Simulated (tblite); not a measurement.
C₈H₆FN (charge -1 and doublet state).
SMILES: `[N-]=[C]C1=C[C@@H]2C=C(F)[C@H]1C2`

Computed with GFN2-xTB (tblite): harmonic, unscaled wavenumbers at the GFN2-xTB geometry, gas phase. This tight-binding method is rough: wavenumbers can miss measured ones by several per cent, in bad cases by 10 to 20. Open shells enter through the occupations alone, without spin polarisation, and single modes of such species can be off by tens of per cent.

Harmonic wavenumbers (cm⁻¹): 88.3, 139.3, 189.7, 325.9, 384.4, 412.4, 426.7, 456.1, 495.4, 520.6, 536.4, 558.1, 581.1, 664.6, 776.4, 809.3, 905.1, 938.5, 965.3, 974.9, 1009.7, 1011.2, 1080.0, 1127.1, 1143.9, 1165.6, 1173.7, 1190.6, 1227.0, 1241.2, 1248.4, 1274.1, 1478.9, 1485.4, 1592.8, 2246.5, 2925.4, 2932.6, 2965.0, 2974.8, 3065.3, 3094.2.

A = 2095, B = 1284, C = 976.2 MHz; mass 135.048 u (most abundant isotopes); point group C1, symmetry number 1; spin multiplicity 2.

Problem. What is the zero-point energy?

Solution. ½Σν̃ = 24901 cm⁻¹ = 71.19 kcal/mol.

Problem. Entropy at 273.15 K, 1 bar (ideal gas, RRHO, classical rotation)?

Solution. Translation 40.20, rotation 28.93, vibration 16.22, spin (R ln 2) 1.38: S = 86.7 cal/(mol K).

Problem. And Cp and H(273.15 K) − H(0)?

Solution. Cp = 31.33 cal/(mol K), of which vibrations give 23.38 (their classical limit is 42 R = 83.5); H(273.15 K) − H(0) = 4.87 kcal/mol without the zero-point energy, 2.69 from vibrations.

Problem. Blend soft modes into free rotors: weight 1/[1 + (100 cm⁻¹/ν̃)⁴] for the oscillator and the rest for a rotor with moment μB/(μ + B), μ = h/(8π²ν), B = 10⁻⁴⁴ kg m². What vibrational entropy results?

Solution. 15.80 cal/(mol K) in place of 16.22, which changes −T·S at 273.15 K by +0.11 kcal/mol.

Problem. How do the functions run with temperature in this model?

Solution. 
```
 T (K)  S (cal/(mol K))  Cp (cal/(mol K))  H − H(0) (kcal/mol)  G − H(0) (kcal/mol)  ln q(vib)
    50             57.9              10.0                 0.43                -2.46       0.10
   100             65.9              13.6                 1.02                -5.57       0.56
298.15             89.6              33.9                 5.68               -21.03       3.66
373.15             98.0              41.3                 8.51               -28.07       5.12
   500            111.6              51.4                14.42               -41.37       7.73
   750            135.1              64.4                29.05               -72.29      12.98
  1000            154.8              72.3                46.21              -108.61      17.98
```

q(vib) and H(0) count from the zero-point level.

Problem. What must be added to the electronic energy to get the Gibbs energy at 273.15 K and 1 bar?

Solution. ZPE + [H(273.15 K) − H(0)] − T·S = 71.19 + 4.87 − 23.69 = 52.37 kcal/mol.

Hindered rotation and anharmonicity are outside this model. The structure is chiral; the term R ln 2 for an equal mix with its mirror image is left out.

Time: 1.7 s wall. Hardware: one thread of an Intel Xeon at 2.50 GHz, on a shared host. This covers the Hessian and the dipole derivatives.
